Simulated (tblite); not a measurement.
C9H12.
Numbering: `[CH3:1][C:2]1=[CH:3][CH:4]=[CH:5][CH:6]=[C:7]([CH3:8])[CH2:9]1` (hydrogens: H10, H11, H12 on C1; H13 on C3; H14 on C4; H15 on C5; H16 on C6; H17, H18, H19 on C8; H20, H21 on C9)

Geometry (GFN2-xTB, Å), atoms numbered from 1 in this order:
```
atom  x, y, z in Å
C1    -1.857   -1.545   -0.400
C2    -1.165   -0.326    0.119
C3    -1.580    0.922   -0.147
C4    -0.864    2.117    0.196
C5     0.482    2.236    0.210
C6     1.401    1.185   -0.120
C7     1.203   -0.117    0.134
C8     2.099   -1.198   -0.381
C9     0.041   -0.536    0.986
H10   -2.206   -2.168    0.426
H11   -2.708   -1.281   -1.023
H12   -1.166   -2.144   -0.993
H13   -2.515    1.067   -0.674
H14   -1.461    3.012    0.321
H15    0.910    3.221    0.346
H16    2.306    1.492   -0.632
H17    1.518   -1.921   -0.955
H18    2.877   -0.794   -1.024
H19    2.567   -1.733    0.445
H20    0.131   -1.576    1.298
H21   -0.021    0.106    1.869
```

Computed with GFN2-xTB (tblite): harmonic, unscaled wavenumbers at the GFN2-xTB geometry, gas phase. Errors from tens to a few hundred cm⁻¹ against measured bands are possible. One conformer, not necessarily the lowest.

Harmonic wavenumbers (cm⁻¹): 110.2, 125.7, 141.5, 150.2, 244.5, 326.7, 334.2, 368.1, 373.1, 426.1, 485.7, 552.5, 585.6, 767.2, 781.6, 822.2, 850.1, 868.9, 902.7, 920.8, 952.8, 997.8, 999.0, 1022.8, 1031.2, 1078.1, 1106.3, 1143.5, 1198.2, 1255.0, 1256.9, 1277.8, 1312.4, 1333.5, 1398.6, 1403.7, 1404.0, 1457.7, 1477.1, 1481.6, 1483.6, 1487.3, 1574.7, 1669.6, 1672.5, 2943.3, 2983.5, 2984.3, 2998.7, 3000.4, 3007.2, 3034.9, 3039.2, 3041.0, 3044.1, 3046.8, 3055.1.

A = 1980, B = 1904, C = 1080 MHz; mass 120.094 u (most abundant isotopes); point group Cs, symmetry number 1.

Q: What is the zero-point energy?

A: ½Σν̃ = 39396 cm⁻¹ = 471.28 kJ/mol.

Q: Entropy at 200 K, 1 bar (ideal gas, RRHO, classical rotation)?

A: Translation 160.27, rotation 115.35, vibration 56.93: S = 332.5 J/(mol K).

Q: And Cp and H(200 K) − H(0)?

A: Cp = 110.75 J/(mol K), of which vibrations give 77.49 (their classical limit is 57 R = 473.9); H(200 K) − H(0) = 13.63 kJ/mol without the zero-point energy, 6.98 from vibrations.

Q: What must be added to the electronic energy to get the Gibbs energy at 200 K and 1 bar?

A: ZPE + [H(200 K) − H(0)] − T·S = 471.28 + 13.63 − 66.51 = 418.40 kJ/mol.

Q: Blend soft modes into free rotors: weight 1/[1 + (100 cm⁻¹/ν̃)⁴] for the oscillator and the rest for a rotor with moment μB/(μ + B), μ = h/(8π²ν), B = 10⁻⁴⁴ kg m². What vibrational entropy results?

A: 56.96 J/(mol K) in place of 56.93, which changes −T·S at 200 K by -0.01 kJ/mol.

Q: Which modes carry the vibrational entropy at 200 K?

A: 110.2 cm⁻¹: 10.46; 125.7 cm⁻¹: 9.43; 141.5 cm⁻¹: 8.52; 150.2 cm⁻¹: 8.06; 244.5 cm⁻¹: 4.61; 326.7 cm⁻¹: 2.89 J/(mol K); the other 51 give 12.95 together.

Q: How do the functions run with temperature in this model?

A: 
```csv
T (K),S (J/(mol K)),Cp (J/(mol K)),H − H(0) (kJ/mol),G − H(0) (kJ/mol),ln q(vib)
50,233.5,45.2,1.82,-9.86,0.10
100,272.1,68.4,4.67,-22.54,0.73
298.15,385.0,155.8,26.67,-88.11,4.80
373.15,423.8,191.2,39.69,-118.45,6.53
500,487.5,244.9,67.46,-176.28,9.59
750,602.4,321.6,138.98,-312.83,15.73
1000,702.3,371.9,226.08,-476.21,21.69
```

q(vib) and H(0) count from the zero-point level.

Hindered rotation and anharmonicity are outside this model. Other conformers, if any are populated, would add a mixing term that is left out.
